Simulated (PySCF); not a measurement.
A species of formula C2H10F3PSi3 has this rotational fingerprint, computed with PBE0/pcSseg-1 in PySCF (dipole) on a GFN2-xTB geometry, gas phase:

* Rotational constants: A = 2004, B = 295.3, C = 276.9 MHz
* Dipole components: |μa| = 0.51 D, |μb| = 0.38 D, |μc| = 0.23 D
* Inertial defect: -137.94 u·Å²
* κ: -0.98

Question: Which structure is it? (One computed conformer of each.)
A. `[F:1][SiH2:2][C:3]([F:4])([F:5])[CH2:6][SiH2:7][PH:8][SiH3:9]` with F1–Si2–C3–F4 -165°, Si2–C3–C6–Si7 179°, C3–C6–Si7–P8 172°, C6–Si7–P8–Si9 173°
B. `[F:1][C:2]([F:3])([F:4])[SiH2:5][CH2:6][SiH2:7][PH:8][SiH3:9]` with C2–Si5–C6–Si7 -57°, Si5–C6–Si7–P8 -165°, C6–Si7–P8–Si9 -172°

Answer: A. It is F[SiH2]C(F)(F)C[SiH2]P[SiH3], a near-prolate asymmetric top, point group C1. The candidates at the same level (rigid rotor, commonest isotopes):

```json
{"SMILES": "FC(F)(F)[SiH2]C[SiH2]P[SiH3]", "A (MHz)": "1877", "B (MHz)": "303.6", "C (MHz)": "281.6", "μa (D)": "1.03", "μb (D)": "1.55", "μc (D)": "0.10", "Δ (u·Å²)": "-139.38", "point group": "C1", "rotor": "near-prolate asymmetric top"}
{"SMILES": "F[SiH2]C(F)(F)C[SiH2]P[SiH3]", "A (MHz)": "2004", "B (MHz)": "295.3", "C (MHz)": "276.9", "μa (D)": "0.51", "μb (D)": "0.38", "μc (D)": "0.23", "Δ (u·Å²)": "-137.94", "point group": "C1", "rotor": "near-prolate asymmetric top"}
```

`FC(F)(F)[SiH2]C[SiH2]P[SiH3]` has A 6 % too low. No structure here is proved a minimum.
